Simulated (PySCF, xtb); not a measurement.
C₅H₉N, SMILES C=C(C)/N=C/C.

GFN2-xTB run with xtb at its own geometry gives an orbital gap of 3.23 eV and a dipole moment of 1.35 D.

The structure is a stationary point at B3LYP-D3(BJ)/def2-SVP. The structure was generated by enumeration; whether it is a known compound was not checked. The values are those of a single conformer.

Q: What does PySCF with PBE/def2-TZVP give? (Estimate from the structure and the level; the computed values follow.)

A: gap 3.82 eV (levels -5.41 and -1.59 eV), dipole 1.31 D.
